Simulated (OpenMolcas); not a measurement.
**Xe V: effect of the level shift or regulariser**

- Program: OpenMolcas
- Basis: ANO-RCC-VTZP [7s6p4d2f1g]
- Scalar Hamiltonian: DKH2, point nucleus
- Active space: 2 electrons in 3 orbitals (5p)
- State averaging: 2S+1 = 3 even, 3 roots; 2S+1 = 1 even, 6 roots
- Spin-orbit coupling: RASSI with atomic mean-field integrals over the reference wave functions, term energies averaged over their components

Methods on the same reference wave functions:
A. CASSCF
B. SS-CASPT2, IPEA 0.25 Eh, imaginary shift 0.1 Eh (closed shells correlated: 4d 5s)
C. SS-CASPT2, IPEA 0.25 Eh, real shift 0.2 Eh (closed shells correlated: 4d 5s)
D. SS-CASPT2, IPEA 0.25 Eh, sigma2 regulariser 0.3 Eh (closed shells correlated: 4d 5s)

Energies in cm-1 above 5s2 5p2 3P0, the measured ground level; measured values from Saloman, J. Phys. Chem. Ref. Data 33, 765 (2004).

| Level | A | B | C | D | Measured |
| --- | --- | --- | --- | --- | --- |
| 5s2 5p2 3P0 | 0.0 | 0.0 | 0.0 | 0.0 | 0.0 |
| 5s2 5p2 3P1 | 7565 | 8040 | 8040 | 8040 | 9292 |
| 5s2 5p2 3P2 [72 %] | 13082 | 12830 | 12830 | 12830 | 14127 |
| 5s2 5p2 1D2 [72 %] | 28124 | 26280 | 26300 | 26280 | 28411 |
| 5s2 5p2 1S0 | 48052 | 42820 | 42880 | 42820 | 44470 |

Deviations, from unrounded energies. A percentage is the sum of absolute deviations over the sum of measured energies, with the sign that they share, or ± where signs differ.

```json
{"Against measurement": "mean absolute deviation (cm-1)", "Levels": "4", "A": "1700", "B": "1600", "C": "1600", "D": "1600"}
{"Against measurement": "fine structure of the ground term (%)", "Levels": "2", "A": "-11.8", "B": "-10.9", "C": "-10.9", "D": "-10.9"}
{"Against measurement": "other terms of the ground configuration (%)", "Levels": "2", "A": "±5.3", "B": "-5.2", "C": "-5.1", "D": "-5.2"}
```

B, C, D lie about equally close to measurement and A furthest from it. The largest miss of C in the table is 5s2 5p2 1D2 [72 %], by -2100 cm-1. The ranking rests on the paired levels alone, and a cruder setting can come out closer through cancelling errors.

Among B to D the level of the table that moves most is 5s2 5p2 1S0, by 54 cm-1 (lowest in D, highest in C). Moves below CASPT2's spread within the term are not significant.

The mean deviations of B to D differ by less than CASPT2's widest spread within a term (89 cm-1), so their order carries little weight.

From A to B the spin-free energies of the other terms of 5s2 5p2 shown, above 3P, scale by factors of 0.77 to 0.81.

The lowest spin-free term lies below A's lowest term by 0.511 hartree in B, 0.510 hartree in C, 0.511 hartree in D.

CASPT2 does not keep the components of a term degenerate, so their means are used; among the terms shown or strongly mixed into the levels shown the widest spread is 89 cm-1 (5s2 5p2 1D, B). With the s shell closed, the reference lacks s² → p² mixing. Measured partners are found by configuration, term and J. A level has none where our copy of the source lacks it or the pairing is in doubt (some pairs that miss far off the trend of their configuration count as doubtful), and it then counts in no deviation. Only configurations of the active space appear.

A share in square brackets marks a mixed level and gives the weight of the term that names it, the lowest over the columns.
